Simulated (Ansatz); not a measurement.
Cost and result for the atomization energy of C2H8ClNOSi2 (`C=C[Si](N)(Cl)O[SiH3]`) (15 atoms, 14 bonds).

Cartesian coordinates in Å:
```
C -1.310 -2.118 -0.459
C -0.227 -1.923 0.288
Si 0.596 -0.284 0.450
N 0.735 0.164 2.080
Cl 2.538 -0.338 -0.243
O -0.222 0.755 -0.502
Si -0.065 2.171 -1.312
H -1.759 -1.309 -1.026
H -1.791 -3.089 -0.537
H 0.189 -2.764 0.839
H 1.473 0.767 2.401
H -0.062 0.165 2.694
H -1.427 2.645 -1.658
H 0.723 1.971 -2.554
H 0.610 3.187 -0.462
```

Total charge 0; spin multiplicity 1. All single points use the PBE0-D4/def2-TZVP geometry. It is one conformer, not always the lowest. Program: Ansatz. All runs use 2 threads of an AMD EPYC 7R13 on a shared host and a share of an NVIDIA H100 80 GB. Times are those of one run each, without the atoms' runs, and a repeat can differ threefold. Electronic energies, without spin–orbit coupling; frozen cores. CCSD(T)/CBS adds CCSD(T) − MP2 in def2-TZVPP to the MP2 limit, and its time is that of the two runs behind it. T1 = 0.011. B3LYP takes the VWN-RPA correlation (the form of Gaussian; ORCA's B3LYP/G).

CCSD(T)/CBS is a level of theory with its own doubt, some kJ/mol a heavy atom from the limit and from the frozen cores, so smaller differences don't rank the functionals.

```csv
level,functions,wall time,atomization (kcal/mol),difference from CCSD(T)/CBS,per bond
PBE-D4/def2-TZVPP (with forces),362,6 s,1382.9,11.1,0.8
PBE0-D4/def2-TZVPP,362,6 s,1363.5,-8.3,-0.6
B3LYP-D4/def2-TZVPP (with forces),362,6 s,1367.8,-4.0,-0.3
B2PLYP/def2-TZVPP,362,6.5 s,1352.6,-19.2,-1.4
ωB97X-V/def2-TZVPP,362,9.5 s,1374.5,2.7,0.2
r2SCAN-D4/def2-TZVPP (with forces),362,13 s,1369.1,-2.7,-0.2
ωB97M-V/def2-TZVPP (with forces),362,15 s,1374.9,3.1,0.2
CCSD(T)/def2-TZVPP,362,25 s,1331.6,-40.2,-2.9
MP2/def2-QZVPP,678,28 s,1379.3,7.5,0.5
CCSD(T)/CBS(def2),–,53 s,1371.8,0.0,0.0
```

In def2-TZVPP, CCSD(T) changes the Hartree–Fock value by +325.1 kcal/mol (the triples alone add +19.7 kcal/mol) and MP2 by +348.6 kcal/mol; breaking electron pairs costs correlation energy, which Hartree–Fock lacks. From PBE to PBE0 (25 % exact exchange), in def2-TZVPP and without D4, the atomization energy moves by −17.9 kcal/mol: exact exchange takes away binding that semilocal exchange gives to molecules. The D4 term adds +16.7 kcal/mol with B3LYP and +9.0 kcal/mol with PBE0; it sums over pairs of atoms, weighted by their polarisabilities, and B3LYP, whose exchange is more repulsive, gets the larger term.
